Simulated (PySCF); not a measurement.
# What a mistake does to a calculation on AlBCH7Si

Calculated results; nothing here was measured. The program is PySCF 2.14.0, an open-source quantum chemistry code, run on an isolated molecule that a program drew, which may never have been made. The molecule is AlBCH7Si (charge 0, doublet), drawn as the SMILES string `B[CH]([AlH])[SiH3]`.

Each row is a Hartree-Fock (HF) and frozen-core CCSD(T) single point in the cc-pV(D+d)Z basis, meant for a local HF minimum. Run 1 is clean. Each other run has one planted mistake out of seven kinds, and not every kind appears here: one electron removed, one electron added, multiplicity raised by two, geometry at a saddle point, minimal basis STO-3G, one bond length entered in bohr, all coordinates scaled. The reference is restricted for singlets and unrestricted otherwise, and also for a bond in bohr. Adding or removing an electron swaps singlet and doublet. Electrons count all cores. HOMO and LUMO are orbital energies over both spins, the gradient is its largest component, and the lowest frequency (negative if imaginary) is given only where the gradient is small. Bond lengths are over the 10 bonds as drawn. T1 is the CCSD diagnostic: over 0.02 (restricted) or 0.045 (unrestricted) a single reference is doubtful.

Geometry of the clean run:
```xyz
11
AlBCH7Si, angstrom
B    -2.6137   -0.5102    1.6921
C    -1.3324   -1.0644    1.0279
Al   -1.8836   -1.6865   -0.7935
Si    0.0642    0.1900    0.8640
H    -3.2670   -1.1749    2.4543
H    -3.0096    0.5975    1.4296
H    -0.9466   -1.9741    1.5069
H    -3.2934   -1.2445   -1.3853
H     1.3059   -0.4703    0.3905
H    -0.2994    1.2424   -0.1206
H     0.3658    0.8572    2.1529
```

```
run  electrons  basis functions  <S^2>  HOMO (eV)  LUMO (eV)  gradient (hartree/bohr)  lowest frequency (cm^-1)  mean bond (Å)  longest bond (Å)      T1  HF (hartree)  CCSD(T) (hartree)                          mistake
  1         45              109  0.755      -8.21       0.65                  1.6e-05                        69         1.4984             2.002  0.0155    -597.44372         -597.89833                         no fault
  2         44              109  0.000     -15.97      -6.69                  3.7e-02                         -         1.4984             2.002  0.0157    -597.16934         -597.61860             one electron removed
  3         45              109  1.479      -8.06       0.77                  3.6e-02                         -         1.6359             2.922  0.0414    -597.30509         -597.74158  one bond length entered in bohr
  4         45              109  0.757      -8.30       0.53                  3.5e-02                         -         1.5973             2.134  0.0164    -597.41074         -597.87241           all coordinates scaled
  5         46              109  0.000      -0.72       6.00                  4.1e-02                         -         1.4984             2.002  0.0236    -597.43949         -597.93572                                ?
```

**Which mistake was planted in run 5, and what did it cost?**

It counts 46 electrons, one more than the clean run, at the same geometry and basis. So the mistake is: one electron added. Subtracting run 1 and multiplying by 627.51 kcal/mol a hartree, the energy moved by 2.7 kcal/mol in HF and -23.5 kcal/mol in CCSD(T).

Cautions from the logs. Run 5: T1 is over the limit, so its CCSD(T) energy is less reliable.
